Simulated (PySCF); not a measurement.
O₃W, charge -1, doublet, geometry from GFN2-xTB (such geometries of metal compounds can be far from the true shape) (the multiplicity is a formal guess) (core potentials on W). Base run: B3LYP/def2-SV(P) (PySCF).

Input for PySCF:
```python
from pyscf import gto, scf, dft

mol = gto.M(
    atom='''
W     0.000000    0.000000    0.000000
O     1.540886   -0.322071   -0.687406
O    -0.498838   -0.831789    1.417700
O    -1.042048    1.153860   -0.730293
''',
    basis='def2-sv(p)',
    ecp={'W': 'def2-sv(p)'},
    charge=-1,
    spin=1,
    verbose=4,
)

mf = dft.UKS(mol)
mf.xc = 'b3lyp'
mf.kernel()
mo_i, mo_e, stable_i, stable_e = mf.stability(internal=True, external=False, return_status=True, nroots=6, tol=1e-6)
print('internally stable:', stable_i, ' externally stable:', stable_e)
if not stable_i:
    umf = mf.copy()
    umf.scf_summary = {}
    umf.kernel(umf.make_rdm1(mo_i, mf.mo_occ))
```

The bond that is stretched is that between atoms 4 and 1. A test that says stable can miss a lower solution.

Each row names what was changed in the base input (with any setting that the change needs).

```tsv
change	ΔE vs base (kcal/mol)	<S^2>	E after following the instability (Eh)	<S^2> there	stability test says
base	0.000	0.756	-	-	internally stable (external not tested)
bond × 1.25	31.31	0.832	-	-	internally stable (external not tested)
bond × 1.5	95.5	0.763	-292.60966	1.53	internal instability
bond × 1.8	115.8	0.832	-292.55993	1.13	internal instability
bond × 2.2	153.3	1.312	-292.52746	1.55	internal instability
bond × 3.0	148.4	1.534	-292.51051	1.68	internal instability
```

On stretching, the SCF can end on different states; <S^2> shows the spin contamination of each.
